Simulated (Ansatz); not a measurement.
The cluster Tl₂H₂⁻ was relaxed with r2SCAN-D4 (def2-TZVPD) in Ansatz in these states: charge -1 doublet, charge -1 quartet. The geometries follow in no particular order.

In the def2 sets Tl takes a core potential; there is no spin–orbit coupling.

A:

```xyz
4

Tl   -1.248   -0.849   -0.500
Tl    1.248    0.849    0.501
H     0.612   -1.110    0.358
H    -0.612    1.110   -0.358
```

B:

| atom | x (Å) | y (Å) | z (Å) |
| --- | --- | --- | --- |
| Tl1 | -0.981 | -0.890 | -0.855 |
| Tl2 | 1.256 | 0.242 | 0.921 |
| H3 | 0.571 | 0.521 | -1.052 |
| H4 | -0.847 | 0.127 | 0.985 |

Q: Judge from the bond lengths which geometry belongs to which state (an estimate).

A: A is the charge -1 quartet (Tl1–Tl2 3.181 Å, Tl1–H4 2.065 Å, Tl1–H3 2.065 Å); B is the charge -1 doublet (Tl1–Tl2 3.073 Å, Tl1–H4 2.107 Å, Tl1–H3 2.107 Å).

At r2SCAN-D4/def2-TZVPD the highest occupied level of the charge -1 quartet lies above zero (up to 1.67 eV). It is a level of α spin, whose loss leaves a triplet; that state wasn't run at this geometry and level. The electron is either unbound and held by the finite basis, or the level is raised by self-interaction error. At r2SCAN-D4/def2-TZVPD the highest occupied level of the charge -1 doublet lies above zero (up to 0.89 eV). By energy differences its removal costs 0.99 eV (vertical, to the charge 0 singlet, at r2SCAN-D4/def2-TZVPD); a positive level beside a positive removal energy at the same level points to self-interaction error. At PBE0-D4/def2-TZVPD a doublet lies 2.50 eV below the charge -1 quartet. These are the stationary points nearest to one start from a short search; other shapes may lie lower in each state.
